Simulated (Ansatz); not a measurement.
Compare A (`C[C@@H]1CCCC[C@@H]1C`) with its isomer B (`CC(C)/C=C/C(C)C`).

Computed with Ansatz on PBE0-D4/def2-TZVP structures; ΔE is electronic, products minus reactants. CCSD(T)/CBS adds triple-zeta CCSD(T) − MP2 to the extrapolated MP2 energy (def2 sets, frozen cores). Functionals use def2-TZVPP. B3LYP here is the variant with VWN-RPA as its local correlation; programs differ in this. Each species was taken in one conformer, which may not be the lowest.

A:

Z-matrix (Å, degrees):
```
C
C 1 1.524
H 1 1.092 2 112.5
H 1 1.093 2 110.2 3 -119.7
H 1 1.092 2 111.6 3 120.9
C 2 1.530 1 111.7 3 66.1
C 2 1.537 1 113.7 3 -58.6
H 2 1.098 1 107.0 3 -176.5
C 6 1.523 2 112.7 1 -71.4
H 6 1.095 2 109.8 1 52.1
H 6 1.097 2 108.7 1 168.2
C 7 1.526 2 111.6 1 71.1
C 7 1.519 2 113.1 1 -55.5
H 7 1.100 2 105.9 1 -173.0
C 9 1.522 6 111.0 2 -55.9
H 9 1.094 6 109.9 2 -178.1
H 9 1.096 6 109.9 2 65.3
H 12 1.097 7 109.5 2 -66.6
H 12 1.095 7 109.3 2 177.7
H 13 1.094 7 111.4 2 -51.4
H 13 1.093 7 110.8 2 -171.5
H 13 1.093 7 111.5 2 69.1
H 15 1.098 9 109.0 6 -66.0
H 15 1.094 9 110.5 6 177.3
```

B:

```xyz
24

C     1.2253    1.1385   -1.9762
C     1.4265    1.4246   -0.4984
C     2.8604    1.1138   -0.0717
C     0.4612    0.7095    0.3981
C    -0.4877   -0.1449    0.0364
C    -1.4158   -0.8472    0.9772
C    -2.8656   -0.4703    0.6862
C    -1.2248   -2.3589    0.8930
H     0.2174    1.4016   -2.3051
H     1.9354    1.7126   -2.5758
H     1.3864    0.0789   -2.1957
H     1.2698    2.5016   -0.3394
H     3.5778    1.6993   -0.6524
H     3.0189    1.3388    0.9861
H     3.0831    0.0540   -0.2244
H     0.5826    0.9200    1.4615
H    -0.6310   -0.3771   -1.0186
H    -1.1722   -0.5243    1.9966
H    -3.1430   -0.7604   -0.3321
H    -3.0206    0.6066    0.7807
H    -3.5480   -0.9776    1.3736
H    -1.4376   -2.7192   -0.1184
H    -1.8994   -2.8782    1.5792
H    -0.1992   -2.6417    1.1395
```

Task: Which isomer does CCSD(T)/CBS put lower? Give the gap. (Best estimate.)

Result: Computed: A, by 75.9 kJ/mol.

Task: Give E(B) − E(A) in kJ/mol with CCSD/def2-TZVPP, CCSD(T)/def2-SVP, CCSD(T)/def2-TZVPP, LDA (SPW92), PBE0-D4, HF/def2-TZVPP, B3LYP. (An estimate is asked.)

Result: Ansatz gave: CCSD/def2-TZVPP 76.7, CCSD(T)/def2-SVP 83.2, CCSD(T)/def2-TZVPP 76.3, LDA (SPW92) 102.3, PBE0-D4 86.1, HF/def2-TZVPP 51.4, B3LYP 47.5. None reverses the order clearly.

Largest T1 diagnostic: 0.009.

At CCSD(T), def2-SVP lies +7.3 kJ/mol from the extrapolated value and def2-TZVPP +0.5 kJ/mol. From PBE to PBE0 (25 % exact exchange), in def2-TZVPP and without D4, E(B) − E(A) moves by +14.6 kJ/mol.
